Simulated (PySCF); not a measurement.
**Electron correlation in Nb⁺ (niobium, charge +1)**

[Kr] 4d3 5p1, one real determinant (an excited configuration). Computed with PySCF 2.14 in x2c-QZVPPall (13s8p7d3f2g, 111 functions), with the spin-free X2C one-electron Hamiltonian (Gaussian nucleus). Frozen: [Ar] 3d10; 12 electrons correlated.

MP2 pair energies summed by pair of shells (mhartree):

```json
{"pair": "4p-4p", "energy": "-105.10", "share (%)": "35.5"}
{"pair": "4p-4d", "energy": "-98.37", "share (%)": "33.2"}
{"pair": "4s-4p", "energy": "-37.19", "share (%)": "12.5"}
{"pair": "4d-4d", "energy": "-15.91", "share (%)": "5.4"}
{"pair": "4s-4d", "energy": "-13.68", "share (%)": "4.6"}
{"pair": "4d-5p", "energy": "-9.76", "share (%)": "3.3"}
{"pair": "4p-5p", "energy": "-9.15", "share (%)": "3.1"}
{"pair": "4s-4s", "energy": "-6.62", "share (%)": "2.2"}
{"pair": "4s-5p", "energy": "-0.64", "share (%)": "0.2"}
```

Total MP2 correlation energy: -296.43 mhartree.

Same-spin part -93.06 and opposite-spin part -203.37 mhartree; SCS-MP2 scales them by 1/3 and 6/5 to -275.07 mhartree.

The basis was made for the ground configuration and has no added diffuse functions, which can raise the energy of the promoted electron.

The reference is one real determinant that mixes LS terms of this configuration.

This basis was not built for core-valence correlation, so the inner-shell part is incomplete.
